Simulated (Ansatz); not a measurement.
Calculated with Ansatz (gas phase, PBE0-D4/def2-TZVP geometries, no zero-point term in ΔE). CCSD(T)/CBS adds triple-zeta CCSD(T) − MP2 to the extrapolated MP2 energy (def2 sets, frozen cores). DFT in def2-TZVPP. B3LYP here is the variant with VWN-RPA as its local correlation; programs differ in this. For Br outer-core shells are correlated without core-valence functions, which leaves a few kJ/mol of doubt a bond. Scalar relativity is left out up to krypton. Each species was taken in one conformer, which may not be the lowest.

Consider the ligand exchange at the Si–C bond: `C[SiH2]CBr` + `C[NH][AlH2]` → `C[SiH2][N](C)[AlH2]` + `CBr`.

```json
{"level": "PBE-D4", "ΔE (kJ/mol)": "-49.1", "difference from CCSD(T)/CBS": "5.9"}
{"level": "r2SCAN-D4", "ΔE (kJ/mol)": "-54.1", "difference from CCSD(T)/CBS": "0.9"}
{"level": "PBE0-D4", "ΔE (kJ/mol)": "-52.1", "difference from CCSD(T)/CBS": "2.9"}
{"level": "B3LYP-D4", "ΔE (kJ/mol)": "-56.0", "difference from CCSD(T)/CBS": "-1.0"}
{"level": "ωB97X-V", "ΔE (kJ/mol)": "-54.5", "difference from CCSD(T)/CBS": "0.5"}
{"level": "ωB97M-V", "ΔE (kJ/mol)": "-54.9", "difference from CCSD(T)/CBS": "0.1"}
{"level": "B2PLYP", "ΔE (kJ/mol)": "-54.9", "difference from CCSD(T)/CBS": "0.1"}
{"level": "r2SCAN", "ΔE (kJ/mol)": "-53.0", "difference from CCSD(T)/CBS": "2.0"}
{"level": "PBE0", "ΔE (kJ/mol)": "-49.3", "difference from CCSD(T)/CBS": "5.7"}
{"level": "B3LYP", "ΔE (kJ/mol)": "-51.3", "difference from CCSD(T)/CBS": "3.7"}
{"level": "SCS-MP2/def2-TZVPP", "ΔE (kJ/mol)": "-58.7", "difference from CCSD(T)/CBS": "-3.7"}
{"level": "CCSD/def2-TZVPP", "ΔE (kJ/mol)": "-56.5", "difference from CCSD(T)/CBS": "-1.5"}
{"level": "CCSD(T)/def2-TZVPP", "ΔE (kJ/mol)": "-56.7", "difference from CCSD(T)/CBS": "-1.7"}
{"level": "HF/def2-QZVPP", "ΔE (kJ/mol)": "-59.6", "difference from CCSD(T)/CBS": "-4.6"}
{"level": "SCS-MP2/def2-QZVPP", "ΔE (kJ/mol)": "-58.1", "difference from CCSD(T)/CBS": "-3.1"}
{"level": "HF/CBS(def2)", "ΔE (kJ/mol)": "-59.8", "difference from CCSD(T)/CBS": "-4.8"}
{"level": "CCSD(T)/CBS", "ΔE (kJ/mol)": "-55.0", "difference from CCSD(T)/CBS": "0"}
```

Largest T1 diagnostic among the species: 0.012.

From PBE to PBE0 (25 % exact exchange), in def2-TZVPP and without D4, ΔE moves by −3.3 kJ/mol. The D4 term adds −4.7 kJ/mol with B3LYP and −2.8 kJ/mol with PBE0; it sums over pairs of atoms, weighted by their polarisabilities, and B3LYP, whose exchange is more repulsive, gets the larger term.
